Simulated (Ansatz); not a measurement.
`C#C[SiH2]CO` + H–F → `OC[SiH2]F` + acetylene  (ligand exchange at the Si–C bond)

Gas-phase electronic energies from Ansatz, PBE0-D4/def2-TZVP geometries. CCSD(T)/CBS is the MP2 limit (def2-TZVPP, def2-QZVPP) plus CCSD(T) − MP2 in def2-TZVPP, frozen cores. This one scheme is used for every species. DFT in def2-TZVPP. B3LYP here is the variant with VWN-RPA as its local correlation; programs differ in this. Each species was taken in one conformer, which may not be the lowest.

Q: Is it downhill or uphill in electronic energy at CCSD(T)/CBS, and by how much? (An estimate is asked.)

A: Ansatz gave: Downhill: ΔE = -0.93 eV.

Q: What do these levels give: BLYP-D4, PBE-QIDH, BLYP, B3LYP, CAM-B3LYP, LC-ωPBE, MP2/def2-SVP, CCSD/def2-SVP, MP2/def2-TZVPP, CCSD/def2-TZVPP, CCSD(T)/def2-TZVPP, MP2/def2-QZVPP? (An estimate is asked.)

A: The calculation gave: BLYP-D4 -0.95, PBE-QIDH -0.91, BLYP -1.05, B3LYP -1.05, CAM-B3LYP -1.10, LC-ωPBE -1.00, MP2/def2-SVP -0.89, CCSD/def2-SVP -0.94, MP2/def2-TZVPP -0.89, CCSD/def2-TZVPP -0.97, CCSD(T)/def2-TZVPP -0.93, MP2/def2-QZVPP -0.90 eV.

Largest T1 diagnostic among the species: 0.013.

In def2-TZVPP, CCSD(T) changes the Hartree–Fock value by +0.25 eV (the triples alone add +0.05 eV) and MP2 by +0.29 eV. From BLYP to BHLYP (50 % exact exchange), in def2-TZVPP and without D4, ΔE moves by −0.05 eV.
